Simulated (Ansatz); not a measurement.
Saddle point of MgN$_{2}$H$_{7}$Cl, singlet (MgNH₄Cl ([NH3][MgH][Cl]) + NH₃ → MgN₂H₅Cl ([NH2][Mg]([NH3])[Cl]) + H₂; bonds formed: Mg1–N7, H2–H6, H4–N7; dative contacts that become bonds: Mg1–N5; bonds broken: Mg1–H2, H4–N5, H6–N7), PBE0-D4/def2-TZVP structure:

```
11
angstrom
Mg -0.6642 -1.5321 -0.1300
H -0.2011 -0.5249 -1.6352
Cl -1.6437 -3.4895 -0.4723
H 0.4137 0.9858 0.3408
N -0.0974 -0.3444 1.3598
H 0.1544 0.3567 -1.2770
N 0.5857 1.4230 -0.6197
H -0.8143 -0.0972 2.0349
H 0.6750 -0.6732 1.9311
H 0.0285 2.2564 -0.7630
H 1.5634 1.6395 -0.7695
```

Energies are electronic, without zero-point energy. Barriers and step energies count from the start structure reached by relaxing down the imaginary mode; all methods use the PBE0-D4 structures, on which another method's saddle can fall below an end. Computed with Ansatz 0.2.0 (basis: def2-TZVPP, with def2-QZVPP for the basis limit); correlated methods freeze the cores. The outer core shell of Li, Na, Mg and K is correlated. The def2 sets are not built for correlating such inner shells, so the correlated values are less sure here. B3LYP uses VWN-RPA correlation. Extrapolation: Hartree–Fock as exp(−7.88 √X), correlation as X^−2.97.

| method | barrier (eV) | step energy (eV) |
| --- | --- | --- |
| SPW92 | 0.717 | 0.143 |
| PBE-D4 | 0.920 | 0.030 |
| BLYP-D4 | 0.986 | -0.036 |
| r2SCAN-D4 | ? | -0.067 |
| B97M-V | 1.268 | 0.208 |
| PBE0-D4 | 1.084 | 0.048 |
| B3LYP-D4 | 1.114 | -0.014 |
| r2SCAN0-D4 | 1.118 | -0.030 |
| BHLYP-D4 | 1.316 | 0.010 |
| CAM-B3LYP-D4 | ? | 0.009 |
| wB97X-V | ? | -0.005 |
| wB97M-V | 1.235 | -0.019 |
| B2PLYP | 1.163 | -0.045 |
| PBE-QIDH | 1.183 | -0.008 |
| RPA on PBE | 1.245 | -0.052 |
| HF | 1.754 | 0.068 |
| MP2 | 1.151 | -0.141 |
| CCSD | 1.328 | -0.044 |
| CCSD(T) | 1.245 | -0.056 |

Task: Fill in the withheld barriers. (Judge from chemistry; the value comes from the calculation.)

Result: The calculation gives: CAM-B3LYP-D4 1.176; wB97X-V 1.235; r2SCAN-D4 0.986 eV. Each is the energy of the saddle less that of the start structure, by the same method.

For comparison, the barrier by CCSD(T) at an estimated basis limit (MP2 extrapolated from triple and quadruple zeta, plus CCSD(T) − MP2 in triple zeta) is 1.192 eV.

T1 diagnostic: at most 0.009.

Labels in which every atom is bracketed show which atoms are joined, not bond orders.

For scale, one of the runs: CCSD(T)/def2-TZVPP, 234 basis functions, launched by `ansatz run in.yaml --threads 4 --pin off --events-out ev --progress --plain --max-ram 9574MiB`. Hardware: 4 CPU threads of an Intel Xeon Platinum 8488C, shared host. Wall time 110 s; peak host memory 4.6 GiB.
